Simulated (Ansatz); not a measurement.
`C=C[SiH2]N` at its PBE0-D4/def2-TZVP geometry, where that method's forces vanish. The species carries charge 0 and has multiplicity 1.

```xyz
11

C     1.0272    0.8978    1.1411
C     1.2115    0.0037    0.1739
Si   -0.1877   -0.7195   -0.8240
N    -1.7469   -0.1413   -0.4046
H     1.8486    1.3141    1.7179
H     0.0321    1.2532    1.3971
H     2.2313   -0.3175   -0.0407
H    -0.1821   -2.1965   -0.6398
H     0.0477   -0.4050   -2.2596
H    -2.0613    0.7722   -0.6844
H    -2.2203   -0.4609    0.4233
```

Q: What forces (eV/Å) does r2SCAN-D4/def2-TZVPP give on these atoms in Ansatz? (Best estimate.)

A: Ansatz gave: 
```
C1  -0.005  0.141  0.156
C2   0.004 -0.141 -0.156
Si3  0.022 -0.016 -0.014
N4   0.008 -0.043 -0.046
H5  -0.008  0.001  0.000
H6   0.006 -0.001  0.000
H7   0.014  0.004  0.007
H8   0.001  0.020 -0.010
H9  -0.003 -0.011  0.019
H10 -0.020  0.021  0.023
H11 -0.020  0.024  0.021
```
